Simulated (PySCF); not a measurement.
CH₈FN₃Si. Atoms are numbered in the order given.

```xyz
14

N     -1.8366     0.0900     0.5371
Si    -0.1861    -0.3186     0.2120
N     -0.0659    -1.0928    -1.3282
N      0.3095    -1.1774     1.6321
C      1.0592     1.1110     0.0319
F      0.9407     1.6833    -1.2444
H     -2.1085     0.4987     1.4259
H     -2.4200     0.4308    -0.2196
H      0.2843    -0.5322    -2.0999
H     -0.7338    -1.7897    -1.6406
H     -0.3404    -1.8403     2.0453
H      1.2608    -1.5267     1.7007
H      2.1027     0.7647     0.1556
H      0.8891     1.9002     0.7861
```
Charge 0, spin multiplicity 1.

The structure is a stationary point at B3LYP-D3(BJ)/def2-SVP. The structure was generated by enumeration, and PubChem lists no compound with its InChIKey, so it may never have been made. Other conformers were not sampled.

Calculation: HF/def2-TZVP (PySCF).

Atomic charges (e):

```csv
atom,IAO,Löwdin
N1,-0.92,-0.27
Si2,1.54,0.02
N3,-0.92,-0.27
N4,-0.91,-0.27
C5,-0.23,-0.36
F6,-0.39,-0.01
H7,0.26,0.15
H8,0.26,0.15
H9,0.27,0.16
H10,0.26,0.15
H11,0.26,0.16
H12,0.26,0.15
H13,0.12,0.11
H14,0.13,0.11
```

Computed Mayer and Wiberg (Löwdin basis) orders of the bonds:
| bond | Mayer | Wiberg |
|---|---|---|
| N1–Si2 | 1.08 | 1.44 |
| Si2–N3 | 1.10 | 1.45 |
| Si2–N4 | 1.09 | 1.44 |
| Si2–C5 | 0.94 | 1.03 |
| C5–F6 | 0.83 | 1.55 |
| N1–H7 | 0.92 | 0.96 |
| N1–H8 | 0.92 | 0.96 |
| N3–H9 | 0.91 | 0.95 |
| N3–H10 | 0.92 | 0.97 |
| N4–H11 | 0.92 | 0.96 |
| N4–H12 | 0.92 | 0.96 |
| C5–H13 | 0.96 | 0.91 |
| C5–H14 | 0.97 | 0.91 |
